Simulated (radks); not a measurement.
The numbers below are computed, except where a source is named.
Excited configurations of F2+: one electron is placed in a higher orbital outside [He] 2s2 2p2. The ground configuration is [He] 2s2 2p3. Level of theory: Dirac Kohn-Sham, PBE, spin-unpolarised, spherical densities, point nucleus; open shells are shared between the two j in proportion to 2j + 1 (a radial shooting solver on a logarithmic mesh with Libxc functionals). Excitation = E - E(ground); binding = E(ion) - E, where the ion is the core of charge +3; n* = 3/sqrt(2 binding) in atomic units, and the quantum defect is n - n*. Eigenvalue and <r> are those of j = l + 1/2.

| outer orbital | excitation (eV) | binding (eV) | quantum defect | eigenvalue (eV) |
|---|---|---|---|---|
| 3s | 37.522 | 23.116 | 0.698 | -19.423 |
| 3p | 41.458 | 19.179 | 0.473 | -15.804 |
| 6p | 56.421 | 4.216 | 0.611 | -3.664 |
| 6d | 56.843 | 3.794 | 0.319 | -3.277 |
| 7s | 57.379 | 3.258 | 0.869 | -2.856 |
| 7p | 57.592 | 3.045 | 0.659 | -2.665 |
| 7f | 57.974 | 2.663 | 0.219 | -2.304 |

The Delta-SCF ionisation energy is 60.637 eV (NIST Atomic Spectra Database: 62.708 eV, semi-empirical). Self-interaction in the functional shifts the binding energies and quantum defects, so they are the method's values and not measured ones. Spin polarisation and multiplet splitting are left out, so open shells lie too high by an amount that depends on their filling.

Beside tabulated values, note that spin-unpolarised runs miss the spin-polarisation part of the exchange energy of open shells.
